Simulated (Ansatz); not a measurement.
Mulliken charges of `[OH][Ga]([F])[SH]` from ωB97M-V/def2-TZVPP in Ansatz (PBE0-D4/def2-TZVP geometry).

```csv
atom,x (Å),y (Å),z (Å),charge (e)
O1,-0.244,-0.069,1.480,-0.397
Ga2,0.294,-0.272,-0.195,0.683
F3,1.502,-1.501,-0.495,-0.380
S4,-0.464,0.911,-1.847,-0.220
H5,0.192,-0.672,2.088,0.180
H6,-1.279,1.603,-1.031,0.134
```

Problem. By hand: the dipole of these point charges (1 e Å = 4.8032 D).

Solution. Σ q r = (-0.308, 0.305, 0.111) e Å, of length 0.447 e Å = 2.15 D.

Problem. How does the dipole of the full density compare? (Estimate.)

Solution. Ansatz gave: (-0.159, 0.134, 0.167) e Å, 1.28 D; the point charges give 1.68 times that, at 25° from its direction.

Point charges leave out the atoms' own dipoles, such as those of lone pairs, and Mulliken's split depends on the basis, so the two needn't agree.
